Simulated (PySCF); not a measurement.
Cartesian coordinates in Å; atom numbers follow the order of the lines, from 1:
```xyz
10

Ga   -0.390   -0.667   -0.003
C     1.583   -0.664   -0.003
H     1.959   -0.186    0.917
H     1.965   -0.064   -0.846
H     2.015   -1.672   -0.069
C    -1.355    1.053    0.008
H    -1.144    1.606   -0.924
H    -1.001    1.690    0.836
H    -2.444    0.935    0.097
H    -1.186   -2.031   -0.014
```

Geometry: PBE0-D3(BJ)/def2-SVP; GIAO shifts from PySCF, gas phase, non-relativistic, averaged over equivalent atoms.

At PBE/pcSseg-1 (pcSseg-2 on Ga) (132 basis functions, 12 s wall time (10 s CPU) on 1 thread of an x86-64 server CPU, shared host):
```csv
atoms,δ (ppm)
Ga1,823.9
C2/C6,2.1
H10,6.98
H3/H4/H5/H7/H8/H9,0.36
```

Scale: ⁷¹Ga (1747.17 ppm) vs [Ga(H2O)6]3+; ¹³C (180.03 ppm), ¹H (31.20 ppm) against TMS (reference shieldings calculated alike).

Q: Estimate the result of repeating the calculation with B3LYP/pcSseg-1 (pcSseg-2 on Ga).

A: 
```
            atoms  δ at B3LYP/pcSseg-1 (pcSseg-2 on Ga)  change
              Ga1                                 821.4    -2.5
            C2/C6                                   1.0    -1.1
              H10                                  6.65   -0.33
H3/H4/H5/H7/H8/H9                                  0.30   -0.06
```

δ = σ(ref) − σ, references computed at the same level: ⁷¹Ga (1798.95 ppm) against [Ga(H2O)6]3+; TMS for ¹³C (179.24 ppm), ¹H (31.38 ppm).

The largest change is at Ga1 (Ga bonded to 2 C, H). Cost: 132 basis functions, 10 s wall time (6.7 s CPU) on 1 thread of an x86-64 server CPU, shared host.

Relativistic effects, spin–orbit coupling among them, are left out; they matter for Ga and for the light atoms bonded to it.
